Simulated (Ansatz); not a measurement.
Born–Oppenheimer molecular dynamics of ClGaH$_{3}$N (6 atoms, charge 0, multiplicity 1). It starts at the highest image of a converged band, a first-order saddle point between two minima.

The calculation used RKS LDA/def2-SVP (Ansatz 0.2.0).

```json
{
 "ensemble": "NVE (velocity Verlet)",
 "time step": "0.5 fs",
 "steps asked": "200",
 "starting velocities drawn for": "300 K",
 "seed": "6627"
}
```

First frame:

```xyz
6
Properties=species:S:1:pos:R:3
Ga 0.328 0.306 -0.706
Cl 0.839 -0.441 1.629
H 1.638 0.199 0.264
N -1.438 0.038 -0.875
H -1.998 -0.344 -0.105
H -1.983 0.242 -1.717
```

Q: How far do the bonds stretch over the last three quarters of this one trajectory? (Pairs bonded in most of those frames.)

A: 
```tsv
bond	mean (Å)	spread (Å)	shortest	longest
Ga1–N4	1.848	0.032	1.79	1.88
Cl2–H3	1.356	0.030	1.30	1.43
N4–H5	1.029	0.011	1.01	1.05
N4–H6	1.029	0.012	1.01	1.05
```

Pairs bonded in part of these frames only: Ga1–Cl2 29 %.

Mean temperature of the second half: 679 K. The conserved energy stayed within 0.062 meV per atom of its start (net change 0.053 meV per atom), so the integration is sound. The kinetic energy rose, since the run started high on the potential surface and went downhill. It ends in pieces (ClH + GaH2N), so much of that is their flight and rotation, not heat. A run of 0.1 ps of so small a system gives no equilibrium averages. The orbitals stay closed-shell, which can raise the energy where a bond breaks towards radicals; this wasn't checked here.

The run took 4.4 min on 1 thread of Arm Neoverse V1, with other jobs on the host, peak memory 0.14 GiB.
